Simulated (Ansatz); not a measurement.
Calculated with Ansatz (gas phase, PBE0-D4/def2-TZVP geometries, no zero-point term in ΔE). CCSD(T)/CBS is the MP2 limit (def2-TZVPP, def2-QZVPP) plus CCSD(T) − MP2 in def2-TZVPP, frozen cores. This one scheme is used for every species. DFT in def2-TZVPP. B3LYP here is the variant with VWN-RPA as its local correlation; programs differ in this. For Br, Ga outer-core shells are correlated without core-valence functions, which leaves a few kJ/mol of doubt a bond. Scalar relativity is left out up to krypton. One conformer a species, not always the lowest.

Reaction (ligand exchange at a Ga–O bond): `C[O][Ga]([NH2])[NH2]` + HBr → `[NH2][Ga]([NH2])[Br]` + CH₃OH

| level | ΔE (kcal/mol) | difference from CCSD(T)/CBS |
| --- | --- | --- |
| PBE-D4 | -20.3 | -0.2 |
| r2SCAN-D4 | -20.5 | -0.4 |
| B3LYP-D4 | -19.9 | 0.2 |
| r2SCANh-D4 | -21.0 | -0.9 |
| r2SCAN0-D4 | -21.8 | -1.7 |
| ωB97M-V | -20.8 | -0.7 |
| B3LYP | -20.5 | -0.4 |
| r2SCAN0 | -22.0 | -1.9 |
| MP2/def2-SVP | -18.5 | 1.6 |
| SCS-MP2/def2-TZVPP | -19.5 | 0.6 |
| CCSD(T)/CBS | -20.1 | 0 |

Question: What do rigid-rotor, harmonic-oscillator terms from PBE0-D4/def2-TZVP frequencies (298.15 K, 1 bar) make of the CCSD(T)/CBS value? (Best estimate.)

Answer: Computed: ΔZPE = +3.0 kcal/mol, ΔH = -17.6 kcal/mol, ΔS = 0 J/(mol·K), ΔG = -17.6 kcal/mol. Modes under 50 cm⁻¹ make the entropy rough.

Largest T1 diagnostic among the species: 0.013.

From BLYP to BHLYP (50 % exact exchange), in def2-TZVPP and without D4, ΔE moves by −2.4 kcal/mol. At CCSD(T), def2-SVP lies +2.4 kcal/mol from the extrapolated value and def2-TZVPP +0.7 kcal/mol. Leaving LDA and LC-ωPBE aside and taking each functional with its dispersion term where it has one, the values, not all of them listed here, spread over 3.5 kcal/mol, from HSE06-D4 to BLYP-D4. LDA lies +1.5 kcal/mol from PBE without D4.
